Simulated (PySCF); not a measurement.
Electron correlation in Cl (chlorine, neutral)

[Ne] 3s1 3p6, 2S determinant (an excited configuration). Computed with PySCF 2.14 in def2-QZVPPD, with no relativity, point nucleus. Frozen: 1s2; 15 electrons correlated.

```tsv
level	correlation energy (mhartree)
CCSD	-511.41
(T)	-51.14
CCSD(T)	-562.55
```

Diagnostics: T1 = 0.017, D1 = 0.0518, largest double amplitude 0.170.

A double-excitation amplitude exceeds 0.15, a sign of near-degeneracy.

Cost of the coupled-cluster step: roughly 60 core-seconds, for 15 correlated electrons.

Iterations:

```
CC2 = 0
CCSD nocc = (np.int64(8), np.int64(7)), nmo = (78, 78)
frozen orbitals [[0], [0]]
max_cycle = 100
direct = 0
conv_tol = 1e-08
conv_tol_normt = 1e-06
diis_space = 8
diis_start_cycle = 0
Init t2, MP2 energy = -0.45243971613748
Init E_corr(UCCSD) = -0.452439716139302
cycle = 1  E_corr(UCCSD) = -0.471250530506205  dE = -0.0188108144  norm(t1,t2) = 0.142741
cycle = 2  E_corr(UCCSD) = -0.490023771569785  dE = -0.0187732411  norm(t1,t2) = 0.0949385
cycle = 3  E_corr(UCCSD) = -0.511239269244062  dE = -0.0212154977  norm(t1,t2) = 0.0614592
cycle = 4  E_corr(UCCSD) = -0.511113813572112  dE = 0.000125455672  norm(t1,t2) = 0.0121235
cycle = 5  E_corr(UCCSD) = -0.511115356879247  dE = -1.54330713e-06  norm(t1,t2) = 0.00672186
cycle = 6  E_corr(UCCSD) = -0.511609380949164  dE = -0.00049402407  norm(t1,t2) = 0.00211532
cycle = 7  E_corr(UCCSD) = -0.51133677098963  dE = 0.00027260996  norm(t1,t2) = 0.00123194
cycle = 8  E_corr(UCCSD) = -0.511418761176839  dE = -8.19901872e-05  norm(t1,t2) = 0.000794887
cycle = 9  E_corr(UCCSD) = -0.511411989523894  dE = 6.77165295e-06  norm(t1,t2) = 0.000249588
cycle = 10  E_corr(UCCSD) = -0.511403722632199  dE = 8.2668917e-06  norm(t1,t2) = 5.39355e-05
cycle = 11  E_corr(UCCSD) = -0.511407002146635  dE = -3.27951444e-06  norm(t1,t2) = 1.59819e-05
cycle = 12  E_corr(UCCSD) = -0.511406851242332  dE = 1.50904303e-07  norm(t1,t2) = 3.27992e-06
cycle = 13  E_corr(UCCSD) = -0.511407015118225  dE = -1.63875892e-07  norm(t1,t2) = 1.1121e-06
cycle = 14  E_corr(UCCSD) = -0.511406986868187  dE = 2.82500376e-08  norm(t1,t2) = 3.12853e-07
cycle = 15  E_corr(UCCSD) = -0.511406978382126  dE = 8.48606108e-09  norm(t1,t2) = 1.10151e-07
UCCSD converged
E(UCCSD) = -459.4346255928251  E_corr = -0.5114069783821258
UCCSD(T) correction = -0.0511400866925258
```

This basis was not built for core-valence correlation, so the inner-shell part is incomplete.
